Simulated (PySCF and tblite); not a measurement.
The numbers below are computed, except where a source is named.
C₇H₁₄, numbered as in [CH3:1][CH2:2][CH2:3][CH2:4][CH:5]1[CH2:6][CH2:7]1.

Search: ETKDG and KDG, MMFF94s, GFN2-xTB, 150 starts; geometries at GFN2-xTB. Energies: B3LYP-D3(BJ)/def2-SVP (IEF-PCM, chloroform), with GFN2-xTB thermal terms (modes under about 100 cm⁻¹ blended into free rotors). Symmetry numbers and mirror images are counted. Conformers within 3 kcal/mol (GFN2-xTB free energy) were kept, 7 at most. Couplings: B3LYP/6-31G* with pcJ-1 on H (gas phase; spin-dipole term only for pairs with B, N, F, Si or P). Couplings are for ¹H; a prime marks the second kind of pair between the same two sets of atoms. H–H couplings come out 0.1 to 0.9 Hz lower than with pcJ-1 on all atoms. Of two unlike H on one atom, a is the less shielded (wB97X-D/pcSseg-1 (IEF-PCM, chloroform)). Run with PySCF (density fitting) and tblite.

Torsions listed: C1–C2–C3–C4, C2–C3–C4–C5, C3–C4–C5–C6. Of a mirror pair one member is shown.

```csv
conformer,shape,weight %
1,"180°, 180°, -84°",34.8
2,"-176°, -68°, -79°",14.2
3,"-67°, -176°, -83°",13.7
4,"-178°, -65°, 165°",12.9
5,"67°, 174°, -84°",11.2
```

Not shown: 2 more, 13.3 % in all.

(1) Give the couplings in each conformer and the averages at 298.15 K (pairs that fast motion interchanges averaged).

For its torsions the set is small; conformers may be missing.

Answers

(1) 
| coupling | pairs | 1 | 2 | 3 | 4 | 5 | average (Hz) |
| --- | --- | --- | --- | --- | --- | --- | --- |
| ²J(H1,H1) | 3 | -13.6 | -13.6 | -13.7 | -13.6 | -13.7 | -13.7 |
| ³J(H1,H2) | 6 | 7.3 | 7.3 | 7.5 | 7.3 | 7.5 | 7.4 |
| ²J(H2,H2) | 1 | -13.0 | -12.7 | -13.7 | -12.9 | -13.7 | -13.2 |
| ³J(H2,H3) | 2 | 3.9 | 3.9 | 8.9 | 3.9 | 8.8 | 5.8 |
| ³J(H2,H3′) | 2 | 12.6 | 12.8 | 2.4 | 12.8 | 2.5 | 8.8 |
| ²J(H3,H3) | 1 | -12.8 | -13.2 | -13.6 | -13.3 | -13.5 | -13.2 |
| ³J(H3,H4) | 2 | 4.0 | 8.9 | 4.0 | 8.6 | 4.0 | 5.9 |
| ³J(H3,H4′) | 2 | 12.6 | 2.3 | 12.9 | 2.8 | 12.8 | 8.7 |
| ²J(H4,H4) | 1 | -13.2 | -13.9 | -12.9 | -13.8 | -12.9 | -13.4 |
| ³J(H4,H5) | 2 | 6.8 | 7.4 | 6.8 | 6.0 | 6.8 | 6.8 |
| ³J(H5,H6b) | 2 | 4.5 | 4.5 | 4.4 | 4.5 | 4.5 | 4.5 |
| ³J(H5,H6a) | 2 | 9.0 | 9.0 | 9.0 | 9.0 | 9.0 | 9.0 |
| ²J(H6b,H6a) | 2 | -6.4 | -6.4 | -6.4 | -6.4 | -6.4 | -6.4 |
| ³J(H6b,H7b) | 1 | 10.2 | 10.2 | 10.2 | 10.2 | 10.2 | 10.2 |
| ³J(H6b,H7a) | 2 | 5.1 | 5.1 | 5.1 | 5.1 | 5.1 | 5.1 |
| ³J(H6a,H7a) | 1 | 9.9 | 9.9 | 9.9 | 10.0 | 9.9 | 9.9 |
